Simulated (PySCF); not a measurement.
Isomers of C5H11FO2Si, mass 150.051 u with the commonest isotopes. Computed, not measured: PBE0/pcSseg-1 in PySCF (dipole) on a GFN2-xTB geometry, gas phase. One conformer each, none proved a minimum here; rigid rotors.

Problem. Order these by rotational constant B, largest first.
A. `[CH3:1][C:2]([CH3:3])([CH3:4])[O:5][C:6](=[O:7])[SiH2:8][F:9]` with C2–O5–C6–O7 -2°, O5–C6–Si8–F9 -61°
B. `[CH3:1][O:2][CH2:3][C@@H:4]1[CH2:5][CH2:6][O:7][Si@H:8]1[F:9]` with C1–O2–C3–C4 180°, O2–C3–C4–C5 -64°, C3–C4–C5–C6 -159°, C4–C5–C6–O7 36°, C5–C6–O7–Si8 -19°, C6–O7–Si8–F9 -119°
C. `[CH3:1][O:2][Si:3]([F:4])([O:5][CH3:6])[CH:7]1[CH2:8][CH2:9]1` with C1–O2–Si3–F4 -60°, O2–Si3–O5–C6 44°, O2–Si3–C7–C8 -152°
D. `[CH3:1][CH:2]([CH3:3])[O:4][C:5](=[O:6])[SiH2:7][CH2:8][F:9]` with C1–C2–O4–C5 153°, C2–O4–C5–O6 0°, O4–C5–Si7–C8 -179°, C5–Si7–C8–F9 180°

Solution. C (1142 MHz), A (800.1 MHz), B (775.4 MHz), D (521.6 MHz).

Problem. Order these by dipole moment, largest first.
A. `[CH3:1][CH:2]([CH3:3])[O:4][C:5](=[O:6])[SiH2:7][CH2:8][F:9]` with C1–C2–O4–C5 153°, C2–O4–C5–O6 0°, O4–C5–Si7–C8 -179°, C5–Si7–C8–F9 180°
B. `[CH3:1][C:2]([CH3:3])([CH3:4])[O:5][C:6](=[O:7])[SiH2:8][F:9]` with C2–O5–C6–O7 -2°, O5–C6–Si8–F9 -61°
C. `[CH3:1][O:2][Si:3]([F:4])([O:5][CH3:6])[CH:7]1[CH2:8][CH2:9]1` with C1–O2–Si3–F4 -60°, O2–Si3–O5–C6 44°, O2–Si3–C7–C8 -152°

Solution. A (2.86 D), B (2.07 D), C (1.48 D).

Problem. Order these by rotational constant A, smallest first.
A. `[CH3:1][C:2]([CH3:3])([CH3:4])[O:5][C:6](=[O:7])[SiH2:8][F:9]` with C2–O5–C6–O7 -2°, O5–C6–Si8–F9 -61°
B. `[CH3:1][O:2][CH2:3][C@@H:4]1[CH2:5][CH2:6][O:7][Si@H:8]1[F:9]` with C1–O2–C3–C4 180°, O2–C3–C4–C5 -64°, C3–C4–C5–C6 -159°, C4–C5–C6–O7 36°, C5–C6–O7–Si8 -19°, C6–O7–Si8–F9 -119°
C. `[CH3:1][CH:2]([CH3:3])[O:4][C:5](=[O:6])[SiH2:7][CH2:8][F:9]` with C1–C2–O4–C5 153°, C2–O4–C5–O6 0°, O4–C5–Si7–C8 -179°, C5–Si7–C8–F9 180°
D. `[CH3:1][O:2][Si:3]([F:4])([O:5][CH3:6])[CH:7]1[CH2:8][CH2:9]1` with C1–O2–Si3–F4 -60°, O2–Si3–O5–C6 44°, O2–Si3–C7–C8 -152°

Solution. D (1688 MHz), A (2336 MHz), B (2457 MHz), C (3750 MHz).

| SMILES | point group | Ia (u·Å²) | Ib (u·Å²) | Ic (u·Å²) | κ | μa (D) | μb (D) | μc (D) |
| --- | --- | --- | --- | --- | --- | --- | --- | --- |
| CC(C)OC(=O)[SiH2]CF | C1 | 134.76 | 968.94 | 1026.99 | -0.98 | 2.79 | 0.60 | 0.20 |
| CO[Si](F)(OC)C1CC1 | C1 | 299.46 | 442.59 | 595.66 | -0.30 | 0.02 | 1.14 | 0.94 |
| COC[C@@H]1CCO[Si@H]1F | C1 | 205.65 | 651.74 | 801.17 | -0.84 | 2.60 | 0.69 | 1.09 |
| CC(C)(C)OC(=O)[SiH2]F | C1 | 216.32 | 631.63 | 702.93 | -0.90 | 1.44 | 0.54 | 1.39 |
